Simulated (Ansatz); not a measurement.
Reaction (formal exchange of groups at the Si–C bond): `O[SiH](F)CS` + SiH₄ → `O[SiH](F)[SiH3]` + CH₃SH

Isolated molecules relaxed with PBE0-D4/def2-TZVP in Ansatz; ΔE leaves out vibrations. CCSD(T)/CBS is the MP2 limit (def2-TZVPP, def2-QZVPP) plus CCSD(T) − MP2 in def2-TZVPP, frozen cores. This one scheme is used for every species. Functionals use def2-TZVPP. B3LYP here is the variant with VWN-RPA as its local correlation; programs differ in this. One conformer a species, not always the lowest.

```
          level  ΔE (kJ/mol)  difference from CCSD(T)/CBS
         PBE-D4          6.4                        -11.3
      r2SCAN-D4         15.0                         -2.7
        PBE0-D4          9.3                         -8.4
       B3LYP-D4         14.6                         -3.1
        ωB97X-V         14.3                         -3.4
           PBE0          6.3                        -11.4
          B3LYP          9.1                         -8.6
  HF/def2-TZVPP         14.9                         -2.8
CCSD/def2-TZVPP         17.8                          0.1
  HF/def2-QZVPP         14.7                         -3.0
    CCSD(T)/CBS         17.7                            0
```

Largest T1 diagnostic among the species: 0.013.

From PBE to PBE0 (25 % exact exchange), in def2-TZVPP and without D4, ΔE moves by +3.3 kJ/mol. The D4 term adds +5.5 kJ/mol with B3LYP and +2.9 kJ/mol with PBE0; it sums over pairs of atoms, weighted by their polarisabilities, and B3LYP, whose exchange is more repulsive, gets the larger term. In def2-TZVPP, CCSD(T) changes the Hartree–Fock value by +4.1 kJ/mol (the triples alone add +1.2 kJ/mol) and MP2 by +9.8 kJ/mol.
